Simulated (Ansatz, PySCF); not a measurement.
This Ansatz (a program for electronic structure) input computes a BLYP/def2-TZVPD energy:

Ansatz 0.2 input:
```yaml
crystal:
  periodic: [false, false, false]
  atoms:
    - {symbol: Al, position_ang: [0.51373138, -0.10586590, 0.27596507]}
    - {symbol: C, position_ang: [-0.06661567, 1.32950840, -0.95262906]}
    - {symbol: H, position_ang: [-0.92803417, 1.84076126, -0.51366780]}
    - {symbol: H, position_ang: [-0.38376505, 0.87718242, -1.89651772]}
    - {symbol: H, position_ang: [0.71765315, 2.05903835, -1.15229376]}
    - {symbol: F, position_ang: [-0.63162976, -1.26419730, 0.63230086]}
basis:
  gaussian:
    orbitals: def2-TZVPD
hamiltonian:
  xc: {name: BLYP}
magnetization: {spin_polarized: true, initial_magnetization: 1}
output: {forces: true}
```

Q: Write an input for the same energy in PySCF and say what it gives.

A: 
```python
from pyscf import gto, scf, dft

mol = gto.M(
    atom='''
    Al    0.51373138   -0.10586590    0.27596507
    C    -0.06661567    1.32950840   -0.95262906
    H    -0.92803417    1.84076126   -0.51366780
    H    -0.38376505    0.87718242   -1.89651772
    H     0.71765315    2.05903835   -1.15229376
    F    -0.63162976   -1.26419730    0.63230086
    ''',
    basis='def2-tzvpd',
    charge=0,
    spin=1,
    verbose=4,
)

mf = dft.UKS(mol, xc='blyp').density_fit(auxbasis='def2-universal-jkfit')
mf.grids.level = 3
mf.conv_tol = 1e-9
mf.max_cycle = 100
mf.max_memory = 1500
mf.kernel()
if not mf.converged:
    mf = mf.newton()
    mf.kernel(mf.make_rdm1())
for _ in range(2):
    mo, _, stable, _ = mf.stability(return_status=True)
    if stable:
        break
    mf.kernel(mf.make_rdm1(mo, mf.mo_occ))
mf.analyze()
```
It gives -382.27043 Eh, and Ansatz -382.27033 Eh, a difference of 0.10 mEh, from the treatment of integrals and grids.

It need not be the lowest isomer of its formula.
